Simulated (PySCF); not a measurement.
CHOS, SMILES [OH+]=C=S, charge +1.

The structure is a stationary point at B3LYP-D3(BJ)/def2-TZVP. The isomer is the one that the SMILES or the coordinates give; other isomers of the formula were not compared.

Level of theory: PBE0/def2-TZVPD (PySCF).

Symmetry labels are those of the subgroup Cs that the program uses (full group Cs).

Computed valence orbital energies around the gap with their symmetry:
```json
[
 {"orbital": "HOMO−7", "symmetry": "A'", "energy (eV)": "-39.73"},
 {"orbital": "HOMO−6", "symmetry": "A'", "energy (eV)": "-30.67"},
 {"orbital": "HOMO−5", "symmetry": "A'", "energy (eV)": "-26.55"},
 {"orbital": "HOMO−4", "symmetry": "A'", "energy (eV)": "-21.54"},
 {"orbital": "HOMO−3", "symmetry": "A\"", "energy (eV)": "-20.74"},
 {"orbital": "HOMO−2", "symmetry": "A'", "energy (eV)": "-20.29"},
 {"orbital": "HOMO−1", "symmetry": "A'", "energy (eV)": "-16.49"},
 {"orbital": "HOMO", "symmetry": "A\"", "energy (eV)": "-16.00"},
 {"orbital": "LUMO", "symmetry": "A'", "energy (eV)": "-8.87"},
 {"orbital": "LUMO+1", "symmetry": "A\"", "energy (eV)": "-8.20"},
 {"orbital": "LUMO+2", "symmetry": "A'", "energy (eV)": "-5.96"},
 {"orbital": "LUMO+3", "symmetry": "A'", "energy (eV)": "-4.25"}
]
```
